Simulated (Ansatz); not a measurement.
System: sum formula H₂SeF (charge +1, singlet). It need not be the lowest isomer of its formula. 
Geometry from a B3LYP-D3(BJ)/def2-TZVP (Ansatz, a quantum-chemistry and plane-wave program) optimisation:
SMILES: F[SeH2+]
```xyz
4

Se    -0.2187    -0.1270     0.2222
H     -0.5961    -1.2067    -0.7381
F      0.7976     0.7220    -0.8489
H      0.8545    -0.9747     0.8222
```
Charge +1, spin multiplicity 1.

Basis-set convergence of Hartree-Fock and CCSD(T) correlation energies (hartree) with Ansatz. Correlated levels leave the core frozen unless marked. No spin-orbit coupling. Frozen are the shells of the preceding noble gas and the d and f shells that filled before the atom's block. Non-relativistic.

```tsv
basis	functions	E(HF)	E(corr, CCSD(T))	rough core time
cc-pVDZ	51	-2500.05664	-0.34221	under 20 s
cc-pVTZ	101	-2500.17979	-0.44632	under 20 s
cc-pVQZ	183	-2500.19426	-0.48195	22 s
```

Extrapolating the two largest sets (X = 3 and 4) as X^-3: E(corr) = (64·(-0.48195) - 27·(-0.44632))/37 = -0.5080 Eh, an estimate of the basis-set limit. The largest set recovers 94.9 % of it, the smallest 67.4 %.
